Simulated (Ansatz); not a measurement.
Calculation: frozen-core CCSD(T)/cc-pVTZ // PBE0-D3(BJ)/def2-SVP in Ansatz (a program for electronic structure).

Ansatz 0.2 input:
```yaml
crystal:
  periodic: [false, false, false]
  atoms:
    - { symbol: Ga, position_ang: [-0.151854, 0.198345, -0.213247] }
    - { symbol: H, position_ang: [-0.099512, 0.5471, -1.752524] }
    - { symbol: H, position_ang: [-0.161261, 1.404748, 0.819876] }
    - { symbol: H, position_ang: [-0.770277, -1.177226, 0.253894] }
    - { symbol: C, position_ang: [2.327056, -0.461956, 1.922769] }
    - { symbol: S, position_ang: [2.270522, -0.350485, 0.123621] }
    - { symbol: C, position_ang: [3.00478, 1.276188, -0.136222] }
    - { symbol: H, position_ang: [1.788919, 0.384344, 2.373135] }
    - { symbol: H, position_ang: [3.370713, -0.491728, 2.265592] }
    - { symbol: H, position_ang: [1.824416, -1.39889, 2.197981] }
    - { symbol: H, position_ang: [2.43585, 2.041926, 0.410379] }
    - { symbol: H, position_ang: [2.946014, 1.481279, -1.213632] }
    - { symbol: H, position_ang: [4.057529, 1.268896, 0.178901] }
basis:
  gaussian: { orbitals: cc-pVTZ }
correlation:
  method: ccsd_t
```

Output:

```
Functional definition: HF
1496 factors; integrals over basis functions are off by at most 1.7e-3 eV
mean field evaluation 1: about -65354.5498 eV, gradient 2.5e1 eV
mean field evaluation 2: about -65354.7348 eV, gradient 2.5e1 eV
mean field evaluation 4: about -65356.8203 eV, gradient 3.1e0 eV
mean field evaluation 8: about -65356.8538 eV, gradient 1.3e-1 eV
mean field evaluation 16: about -65356.4199 eV, gradient 8.2e0 eV
mean field -65356.85385358 eV, -2401.8200786523 hartree, gradient 2.3e-6 eV, S^2 0.000000; 0 other end points of the search recorded, 0 dependent functions left out
16 core orbitals not correlated
reference -65356.85385358 eV, -2401.8200786523 hartree; 18, 18 occupied and 229, 229 virtual orbitals, 1496 factors
second order -19.90886220 eV of doubles, -0.00000000 eV of singles
cycle   1  -20.75298057 eV  change   -8.4e-1 eV  update   1.1e-1
cycle   2  -21.40688872 eV  change   -6.5e-1 eV  update   3.2e-2
cycle   3  -21.50817743 eV  change   -1.0e-1 eV  update   1.4e-2
cycle   4  -21.50474729 eV  change    3.4e-3 eV  update   3.3e-3
cycle   5  -21.50402211 eV  change    7.3e-4 eV  update   1.2e-3
cycle   6  -21.50377712 eV  change    2.4e-4 eV  update   3.4e-4
cycle   7  -21.50369364 eV  change    8.3e-5 eV  update   1.2e-4
cycle   8  -21.50370320 eV  change   -9.6e-6 eV  update   4.0e-5
perturbative correction -0.91246472 eV, -0.0335324600 hartree
Total energy: -65379.27002150 eV, -2402.6438576291 hartree
```

Cost: around 8 core-minutes (rough).
